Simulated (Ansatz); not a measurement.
Basis sets compared for Te(CN)2 (TeC₂N₂). Charge 0, multiplicity 1. Geometry B3LYP-D4/def2-SVP. Ansatz on 4 threads of Arm Neoverse V1 on a shared host; times are rough, and most runs start from earlier orbitals.

```xyz
5

Te   -0.558   -1.090   -0.717
C     1.331   -0.715    0.033
N     2.417   -0.579    0.423
C    -1.339    0.701   -0.042
N    -1.852    1.685    0.303
```

In the def2 sets Te takes a core potential, while STO-3G treats all electrons; there is no spin–orbit coupling.

STO-3G and 6-31G are all-electron sets without relativity, so their totals don't compare with the def2 sets.

Binding counts from free atoms (Te triplet, C triplet, N quartet) in the same basis, without a counterpoise term.

```tsv
level	functions	energy (Eh)	HOMO (eV)	LUMO (eV)	binding per atom (eV)	wall time
HF/STO-3G	47	-6729.3770	-8.18	4.72	–	0.2 s
HF/def2-TZVP	174	-451.6545	-10.42	0.34	2.50	1.6 s
PBE-D4/def2-SVP	82	-453.3046	-6.79	-3.52	4.93	0.55 s
PBE-D4/def2-TZVP (with forces)	174	-453.5348	-6.95	-3.72	4.93	1.5 s
r2SCAN-D4/def2-TZVP	174	-453.7474	-7.21	-3.63	4.52	2.6 s
PBE0-D4/def2-SVP	82	-453.3091	-7.92	-2.75	4.59	0.9 s
PBE0-D4/def2-TZVP	174	-453.5383	-8.04	-2.91	4.60	1.8 s
```

(1) Estimate the rows for PBE-D4/def2-TZVPD, r2SCAN-D4/def2-TZVPD, PBE0-D4/def2-TZVPD.

## Answers

(1) 
```tsv
level	functions	energy (Eh)	HOMO (eV)	LUMO (eV)	binding per atom (eV)	wall time
PBE-D4/def2-TZVPD	207	-453.5357	-6.97	-3.74	4.93	2 s
r2SCAN-D4/def2-TZVPD	207	-453.7480	-7.22	-3.64	4.52	3.5 s
PBE0-D4/def2-TZVPD	207	-453.5389	-8.05	-2.93	4.60	2.6 s
```
